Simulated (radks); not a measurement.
Spin polarisation of the 4f1 shell in neutral cerium. Start: [Xe] 4f(up 0.5, down 0.5) 5d(up 0.5, down 0.5) 6s2; electrons of 4f are moved from spin down to spin up, other shells keep equal spins. Calculated with a radial shooting solver on a logarithmic mesh with Libxc functionals: scalar-relativistic Kohn-Sham, PBE, spin-polarised, spherical densities, finite nucleus; Fermi nuclear charge, rms radius of each element as measured or else 0.836 A^(1/3) + 0.57 fm.

moment (Bohr magnetons),E - E(0) (eV),e(4f up) (eV),e(4f down) (eV),5d down minus up (eV)
0,0.000,-5.383,-5.383,0.000
0.25,-0.010,-5.465,-5.297,0.033
0.5,-0.042,-5.544,-5.209,0.067
0.75,-0.094,-5.619,-5.117,0.100
1,-0.168,-5.692,-5.021,0.134

At moment 1 the spin-polarisation energy is -0.168 eV and the 4f exchange splitting 0.670 eV, that is 0.670 eV per Bohr magneton; E = -I m^2/4 would give I = 0.671 eV.
